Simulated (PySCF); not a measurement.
Compound: F4GeH2Si.
Atom-mapped SMILES: `[F:1][SiH2:2][Ge:3]([F:4])([F:5])[F:6]` (hydrogens: H7, H8 on Si2)

Method: PBE0-D3(BJ)/def2-SVP geometry optimisation, gas phase (PySCF 2.14.0); density fitting, grid level 1; the optimiser is geomeTRIC in internal coordinates, started from a GFN2-xTB structure with every atom displaced at random (about 0.01 Å).

Step 0: E = -75261.1916 eV
```
atom  x, y, z in Å  |  force x, y, z in eV/Å
F1     -1.8440   -1.4333    0.0691   -0.233  -0.527   0.057
Si2    -1.3334    0.0784   -0.1115    0.368  -0.699   0.095
Ge3     1.0295   -0.0720    0.0729    3.588   0.405   0.460
F4      1.8978   -0.5526    1.5572   -1.330   0.258  -1.099
F5      2.0500   -0.9441   -1.0813   -1.245   0.429   0.576
F6      1.7164    1.5519   -0.1077   -0.843  -0.868   0.024
H7     -1.8224    0.8487    1.0147   -0.186   0.583   0.364
H8     -1.6396    0.5036   -1.4659   -0.120   0.419  -0.476
```

Step 1: E = -75261.4951 eV
```
atom  x, y, z in Å  |  force x, y, z in eV/Å
F1     -1.7830   -1.4701    0.0849   -0.070  -0.075   0.013
Si2    -1.2592    0.0520   -0.1004    0.172  -0.509   0.056
Ge3     1.1101   -0.0404    0.0624   -0.553   0.367  -0.157
F4      1.7065   -0.5484    1.5742    0.264  -0.282   0.533
F5      1.9473   -0.9382   -1.1221    0.229  -0.350  -0.307
F6      1.6948    1.5623   -0.1225    0.170   0.371  -0.058
H7     -1.7586    0.8551    1.0289   -0.098   0.257   0.041
H8     -1.6036    0.5084   -1.4578   -0.114   0.221  -0.120
```

Task: Estimate the geometry and energy of step 2. (The exact step hangs on the optimiser's Hessian estimate; all steps are aligned on step 1, rigid shifts and turns removed.)

Result: E = -75261.5243 eV, largest force 0.237 eV/Å
```
atom  x, y, z in Å  |  force x, y, z in eV/Å
F1     -1.7928   -1.4868    0.0847    0.022   0.065   0.000
Si2    -1.2638    0.0356   -0.1000    0.008  -0.236   0.020
Ge3     1.1155   -0.0257    0.0642    0.130   0.126   0.071
F4      1.7258   -0.5658    1.5871   -0.040   0.026  -0.167
F5      1.9521   -0.9528   -1.1244   -0.070   0.023   0.079
F6      1.7155    1.5869   -0.1251   -0.023  -0.140   0.012
H7     -1.7754    0.8680    1.0166   -0.007   0.069  -0.053
H8     -1.6228    0.5212   -1.4556   -0.020   0.067   0.038
```

The energy changes by -0.0292 eV. The first-order estimate −F·Δx gives -0.0575 eV and the mean of the old and new forces, exact on a quadratic surface, -0.0288 eV. The step makes an angle of 48° with the force vector and moves no atom by more than 0.032 Å.

The cost below is that of the whole optimisation. Hardware: one thread, Arm Neoverse V1 (aarch64), no GPU, on a shared host. Cost: 49 s, 0.49 GiB resident at most.
